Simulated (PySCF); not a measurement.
C₄H₆F₃N.
Numbering: `[CH3:1][CH2:2]/[N:3]=[CH:4]\[C:5]([F:6])([F:7])[F:8]` (hydrogens: H9, H10, H11 on C1; H12, H13 on C2; H14 on C4)

A PySCF run (density fitting, gas phase, GFN2-xTB geometry) gave HOMO -7.60 eV, LUMO -1.05 eV, dipole 1.10 D and E = -509.385 Eh.

Task: Which of these levels was it?
A. LC-wPBE/6-311G**
B. PBE0/def2-SVP
C. B97-2/6-311+G(2d,p)
D. wB97X-D/IGLO-II

Result: B. It is PBE0/def2-SVP. All candidates on this geometry:

```tsv
level and settings	kind	basis functions	SCF cycles	E (Eh)	HOMO (eV)	LUMO (eV)	dipole (D)
B97-2/6-311+G(2d,p)	global hybrid	252	14	-510.2946	-7.56	-1.38	1.18
PBE0/def2-SVP, start guess atom	global hybrid	142	11	-509.3850	-7.60	-1.05	1.10
wB97X-D/IGLO-II, fitting basis def2-qzvpp-jkfit	range-separated hybrid	212	11	-510.2898	-9.68	0.67	1.17
LC-wPBE/6-311G**	range-separated hybrid	180	13	-510.1372	-10.45	1.34	1.00
```

The nearest other candidate, by the summed differences of HOMO and LUMO, is B97-2/6-311+G(2d,p): its HOMO differs by +0.04 eV and its LUMO by -0.33 eV. wB97X-D ran without the empirical dispersion term, which would shift the total energy alone. Cycle counts include a coarse-grid stage where the run had one. All basis functions are spherical, in the Pople sets too.

Shape of the structure used: `[CH3:1][CH2:2]/[N:3]=[CH:4]\[C:5]([F:6])([F:7])[F:8]`: C1–C2–N3–C4 129°, N3–C4–C5–F6 58°.
